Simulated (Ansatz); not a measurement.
## What each rung costs, and what it gives

Saddle point of Si₃H₇Cl, closed shell (Si₃H₇Cl ([SiH3][SiH]([SiH3])[Cl]) → SiH₃Cl ([SiH3][Cl]) + Si₂H₄ ([SiH][SiH3]) (still joined by a long Si–Cl bond); bonds formed: Si1–Cl3; bonds broken: Si1–Si2; bonds weakened to dative contacts: Si2–Cl3), PBE0-D4/def2-TZVP structure:

```xyz
11
angstrom
Si -0.6274 -1.0033 1.9225
Si 0.9257 0.1530 0.0911
Cl -0.4950 -1.7119 -0.1783
H 2.1581 -0.5428 -0.4275
Si 0.2212 1.3272 -1.8295
H 0.5616 -1.2563 2.7664
H -1.3409 0.2779 2.1167
H -1.6098 -2.0746 2.2719
H 0.2351 0.4901 -3.0624
H -1.1595 1.8500 -1.6368
H 1.1311 2.4905 -2.0340
```

Barriers are electronic and count from the start structure reached by relaxing down the imaginary mode.

Computed with Ansatz 0.2.0 (basis: as named in each row); correlated methods freeze the cores. B3LYP uses VWN-RPA correlation. Extrapolation: Hartree–Fock as exp(−7.88 √X), correlation as X^−2.97.

Times are rough, for one single point on 4 threads of a shared host (Intel Xeon).

The estimate by CCSD(T) at an estimated basis limit (MP2 extrapolated from triple and quadruple zeta, plus CCSD(T) − MP2 in triple zeta) is 210.9 kJ/mol.

```tsv
method	basis	time (s)	barrier (kJ/mol)	method less estimate
HF	STO-3G	under 1	352.2	141.3
PBE-D4	STO-3G	1	286.7	75.8
SPW92	def2-SVP	2	186.5	-24.4
PBE-D4	def2-SVP	2	191.5	-19.4
B3LYP-D4	6-31G	3	233.1	22.2
PBE0-D4	def2-SVP	4	206.2	-4.8
SPW92	def2-TZVPP	5	184.5	-26.4
PBE-D4	def2-TZVPP	6	189.0	-22.0
BLYP-D4	def2-TZVPP	6	193.0	-17.9
CCSD(T)	def2-SVP	8	217.5	6.6
BHLYP-D4	def2-TZVPP	10	222.7	11.7
B3LYP-D4	def2-TZVPP	10	206.0	-5.0
wB97M-V	def2-SVP	11	199.9	-11.1
r2SCAN-D4	def2-TZVPP	11	205.7	-5.3
PBE0-D4	def2-TZVPP	11	204.3	-6.7
CAM-B3LYP-D4	def2-TZVPP	13	217.6	6.7
RPA on PBE	def2-TZVPP	13	202.2	-8.8
r2SCAN0-D4	def2-TZVPP	14	213.0	2.0
B97M-V	def2-TZVPP	19	206.4	-4.5
B2PLYP	def2-TZVPP	19	211.7	0.8
PBE-QIDH	def2-TZVPP	20	215.0	4.1
wB97X-V	def2-TZVPP	22	219.3	8.4
wB97M-V	def2-TZVPP	24	199.8	-11.1
MP2	def2-QZVPP	69	211.9	1.0
CCSD(T)	def2-TZVPP	180	211.2	0.3
```

All methods are single points on the PBE0-D4 structures.

T1 diagnostic: at most 0.014.

Losses and insertions of silylenes and their heavier kin drive the gas-phase chemistry of silicon and germanium vapour deposition.

Labels in which every atom is bracketed show which atoms are joined, not bond orders.
